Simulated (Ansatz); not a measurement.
System: CHBr2Cl, charge 0, singlet. CHBr2Cl (dibromo(chloro)methane, SMILES BrC(Cl)Br).
B3LYP-D3(BJ)/def2-TZVP minimum from Ansatz (a first-principles code):
```
C
H 1 1.0802
Cl 1 1.7641 2 108.47
Br 1 1.9492 2 106.59 3 -120.38
Br 1 1.9492 2 106.59 3 120.38
```
Charge 0, spin multiplicity 1.

Total energies in hartree (Ansatz). UHF or UKS for unpaired electrons; spin-orbit terms are left out. Correlated methods leave the cores frozen (noble-gas shells, and filled d and f shells in the p block). No relativity. Where a partner has so few electrons that a lower coupled-cluster level is exact, that level stands in. Spin-orbit terms, left out, reach several kcal/mol for Br and I, and more for heavier atoms.

```csv
species,HF/def2-TZVPP,CCSD(T)/def2-TZVPP,HF/def2-QZVPP,CCSD(T)/def2-QZVPP,CCSD(T)/def2-SVP,CCSDT(Q)/def2-SVP
"1: CHBr2Cl (dibromo(chloro)methane, SMILES ClC(Br)Br)",-5642.78354,-5643.54633,-5642.89678,-5643.72571,-5642.51404,-5642.51599
2: Cl (doublet),-459.47685,-459.66464,-459.48954,-459.69535,-459.44599,-459.44629
3: C (triplet),-37.69248,-37.78103,-37.69363,-37.78651,-37.71541,-37.71574
4: Br (doublet),-2572.39810,-2572.55635,-2572.44770,-2572.62201,-2572.19581,-2572.19614
5: H (doublet),-0.49981,-0.49981,-0.49998,-0.49998,-0.49928,-0.49928
```

**Question.** Work out the atomisation energy (electronic, to ground-state atoms) in kcal/mol: take Hartree-Fock from def2-QZVPP, extrapolate the CCSD(T) correlation energy as X^-3 (X = 3, 4), and add CCSDT(Q) - CCSD(T) in def2-SVP. 1 hartree = 627.51 kcal/mol.

**Answer.** 
Species 1: correlation (64·(-0.82893) - 27·(-0.76279))/37 = -0.87719; step -0.00195; E1 = -5642.89678 + (-0.87719) + (-0.00195) = -5643.77592
Species 2: correlation (64·(-0.20581) - 27·(-0.18779))/37 = -0.21896; step -0.00030; E2 = -459.48954 + (-0.21896) + (-0.00030) = -459.70880
Species 3: correlation (64·(-0.09288) - 27·(-0.08855))/37 = -0.09604; step -0.00033; E3 = -37.69363 + (-0.09604) + (-0.00033) = -37.79000
Species 4: correlation (64·(-0.17431) - 27·(-0.15825))/37 = -0.18603; step -0.00033; E4 = -2572.44770 + (-0.18603) + (-0.00033) = -2572.63406
Species 5: correlation (64·(0.00000) - 27·(0.00000))/37 = 0.00000; step +0.00000; E5 = -0.49998 + (0.00000) + (+0.00000) = -0.49998
-1·E1 +1·E2 +1·E3 +2·E4 +1·E5 = 0.50902 hartree = 319.4 kcal/mol.
